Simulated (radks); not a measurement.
Initial-state core-level shifts of the tungsten ion W2+ when its valence configuration changes from [Xe] 4f14 5d4. Calculated with a radial shooting solver on a logarithmic mesh with Libxc functionals: scalar-relativistic Kohn-Sham, BLYP, spin-polarised, spherical densities, finite nucleus; open shells are filled with parallel spins first (spin-orbit coupling, left out, can overturn this in heavy ions); Fermi nuclear charge, rms radius 5.3658 fm. Shifts are changes of the shell-averaged eigenvalues in eV (positive: less bound); the change of the density at the nucleus, which sets a Mossbauer isomer shift, is in e/bohr^3, on a base of 1.517e+06.

valence                    1s       2p       3s       4p  density at nucleus
4f14 5d3 6s1           -3.095   -3.225   -3.171   -3.163              +126.6
4f13 5d5               -9.704  -10.407  -11.951  -10.486               +79.3
4f13.5 5d3 6s1 6p0.5  -10.397  -10.936  -11.601  -10.888              +178.7
4f13.5 5d3 6p1.5      -11.844  -12.365  -13.037  -12.326               +52.2
4f13 5d4 6s1          -13.011  -13.852  -15.339  -13.853              +213.4
4f12.5 5d4 6s1 6p0.5  -20.663  -21.952  -24.238  -21.869              +268.8
4f13.5 5d4 6p0.5       -7.104   -7.502   -8.231   -7.537               +42.6
4f12 5d6              -20.301  -21.777  -25.014  -21.729              +164.1
4f12.5 5d4.5 6s1      -18.156  -19.379  -21.697  -19.343              +258.7
